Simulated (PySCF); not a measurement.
Ge(Me)(SeH)3, SMILES [Ge]([SeH])([SeH])([SeH])[CH3] at its B3LYP/def2-SVP optimised geometry (Å):

```
11

C      1.2736    -0.5802     0.0000
Ge    -0.6932    -0.5802     0.0000
Se    -1.3621    -1.7755    -1.9642
Se    -1.3685    -1.5649     2.0712
Se    -1.6492     1.6142     0.0000
H      1.6366    -0.0335     0.8822
H      1.6492    -1.6142     0.0268
H      1.6395    -0.0818    -0.9094
H     -2.7862    -1.4331    -1.7869
H     -2.8042    -1.3649     1.7947
H     -1.4306     1.7994    -1.4497
```

Computed with PySCF with B3LYP/def2-TZVP.

Map of the HOMO amplitude (bohr^(-3/2)) on the plane z = 0.6 Å; orbital energy -6.68 eV, overall sign arbitrary:

```
|-----------------------------|
|--------=====----------------|
|-------========--------------|
|------===+++====-------------|
|------==+**+++==-------------|
|------=+*###*+===------------|
|-::::--+#%@%#++==------------|
|::::::-=#@@@#*+==------------|
|::::...-+%@%#*+==------------|
|:::..  .=*%#*++==------------|
|:::..   :=+*++==-------------|
|:::..   .:=====--------------|
|::::..  .:--=----------------|
|::::.....::-----::-----------|
|-:::::..:::---:::::-==-------|
|--::::::::---::::::-===------|
|----:---------:::::-===------|
|-------=====---::::-===------|
|------==++++==--::--==-------|
|-----==++***+==-----==-------|
|-----==+****+==--------------|
|----===+****+==--------------|
|-----==++++++==--------------|
|-----===++++==---------------|
|------========---------------|
|-------======----------------|
|-----------------------------|
|-----------------------------|
|-----------------------------|
```
Scale: ten equal steps from -0.041 (start of ' ') to 0.080 (end of '@'), in the order ' .:-=+*#%@'; x runs from -4.00 to 4.00, y from -4.00 (bottom) to 4.00 (top).
